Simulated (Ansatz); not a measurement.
Geometry optimisation, Ansatz, RKS PBE-D4/def2-SVP.

input.yaml

```yaml
crystal:
  periodic: [false, false, false]
  atoms:
    - { symbol: O, position_ang: [0.0925, 1.0131, 0.4969] }
    - { symbol: B, position_ang: [-0.0954, -0.3475, 0.1027] }
    - { symbol: F, position_ang: [0.8056, -1.3236, 0.5995] }
    - { symbol: Cl, position_ang: [-1.3886, -0.8576, -1.0151] }
    - { symbol: H, position_ang: [0.6358, 1.442, -0.2254] }
basis:
  gaussian: { orbitals: def2-SVP }
hamiltonian:
  xc: pbe
  dispersion: d4
relax:
  f_tol: 0.02
  max_steps: 50
```

Launched with:

```bash
$ ansatz run input.yaml --threads 1 --pin off --max-ram 2048MiB --backend cpu --events-out ev --progress --plain --runs-dir out
```

Where does it end, and by what steps?

It converged. After 9 steps the energy has fallen by 0.683 eV; H5 moved furthest, 0.54 Å.

```tsv
step	energy less start (eV)	largest force component (eV/Å)	accepted
0	0.0000	2.002	yes
1	0.0626	3.048	no
2	-0.1432	2.686	yes
3	-0.3033	1.027	yes
4	-0.3342	1.807	yes
5	-0.6032	0.465	yes
6	-0.6708	0.386	yes
7	-0.6713	0.380	yes
8	-0.6833	0.023	yes
9	-0.6833	0.009	yes
```

```xyz
5
Properties=species:S:1:pos:R:3
O 0.551 0.860 0.334
B 0.061 -0.379 0.108
F 0.575 -1.403 0.780
Cl -1.248 -0.691 -1.057
H 0.110 1.540 -0.206
```

Whether the end is a true minimum wasn't checked by a vibrational analysis.

The run took 18 s on 1 thread of Arm Neoverse V1 (shared host), peak memory 0.15 GiB.
